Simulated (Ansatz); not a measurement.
CH6AlOSi, SMILES [CH3][Al+][O][SiH3], charge +1. Atoms are numbered in the order given.

```xyz
10

Al     0.0000     0.0000     1.1645
C      0.0000     0.0000     3.0685
H      1.0190     0.1946     3.4394
H     -0.3410    -0.9798     3.4394
H     -0.6780     0.7852     3.4394
O      0.0000     0.0000    -0.4639
Si     0.0000     0.0000    -2.1819
H      0.6372    -1.2750    -2.5935
H      0.7856     1.1893    -2.5935
H     -1.4228     0.0857    -2.5934
```
Charge +1, spin multiplicity 1.

Geometry: PBE0-D3(BJ)/def2-SVP. The multiplicity is an assumed one; no other spin state was optimised. The isomer is the one that the SMILES or the coordinates give; other isomers of the formula were not compared. One conformer was computed; it need not be the lowest.

Two levels are set side by side: PBE-D3(BJ)/def2-SVP (Ansatz, an electronic-structure program) and PBE0-D3(BJ)/def2-SVP (Ansatz). Each level has its own optimised geometry; the coordinates shown are those of the second. Differences are taken from unrounded values.

| quantity | PBE0-D3(BJ) |
|---|---|
| mean bond length (Å) | 1.445 |
| bond Al1–C2 (Å) | 1.904 |
| bond Al1–O6 (Å) | 1.628 |
| bond O6–Si7 (Å) | 1.718 |
| bond C2–H3 (Å) | 1.102 |
| bond C2–H4 (Å) | 1.102 |
| bond C2–H5 (Å) | 1.102 |
| bond Si7–H8 (Å) | 1.484 |
| bond Si7–H9 (Å) | 1.484 |
| bond Si7–H10 (Å) | 1.484 |

Task: What does PBE-D3(BJ) give, and how far is it from PBE0-D3(BJ)? (The exact figures need the calculation; the answer reports its results.)

Result: 
```csv
quantity,PBE-D3(BJ),PBE-D3(BJ) minus PBE0-D3(BJ)
mean bond length (Å),1.456,0.011
bond Al1–C2 (Å),1.916,0.012
bond Al1–O6 (Å),1.642,0.014
bond O6–Si7 (Å),1.735,0.018
bond C2–H3 (Å),1.110,0.008
bond C2–H4 (Å),1.110,0.008
bond C2–H5 (Å),1.110,0.008
bond Si7–H8 (Å),1.494,0.011
bond Si7–H9 (Å),1.494,0.011
bond Si7–H10 (Å),1.494,0.011
```

Exact exchange shortens and stiffens bonds; PBE has none. Differences between two approximate levels are no errors against the true value.
